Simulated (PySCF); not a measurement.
Cartesian coordinates (Å):
```xyz
6

Ti     0.1272    -0.0590     0.0244
F      0.8068     0.6158    -1.4449
F     -1.0462    -1.2929    -0.3969
F     -0.6943     1.2178     0.9019
O      1.3999    -0.7525     1.0080
H      2.1322    -1.0805     1.5536
```
Charge 0, multiplicity 1.

Problem. What charge on the central atom (Mulliken), HOMO, dipole moment, total energy, charge on the central atom (meta-Löwdin), LUMO and HOMO–LUMO gap does TPSSh-D3(BJ)/def2-TZVP // BP86-D3(BJ)/def2-SVP (PySCF) give?

Solution. 
```yaml
charge on the central atom (Mulliken): 1.67 e
HOMO: -9.62 eV
dipole_moment: 2.89 D
total_energy: -1225.2894 Ha
charge on the central atom (meta-Löwdin): 1.59 e
LUMO: -2.99 eV
HOMO–LUMO gap: 6.63 eV
```
